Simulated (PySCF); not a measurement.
Si(H)(SH) (H2SSi), SMILES [SiH]S (connectivity only; charge and spin as stated), neutral, multiplicity 1. Coordinates come from a PBE-D3(BJ)/def2-TZVP optimisation.

TDDFT-LC-ωPBE/def2-TZVPD (PySCF) puts the lowest singlet excitations at 3.10, 5.37, 5.44, 6.16, 6.62, 7.02 eV.

Question: What are the lowest excitation roots from ADC(2)/aug-cc-pVDZ in PySCF 2.14.0? (The exact figures need the calculation; the answer reports its results.)

Answer: 3.29, 4.91, 5.65, 5.76, 6.30, 6.67 eV. S1 differs by 0.19 eV (second minus first; roots are paired by order, and the bases may differ).
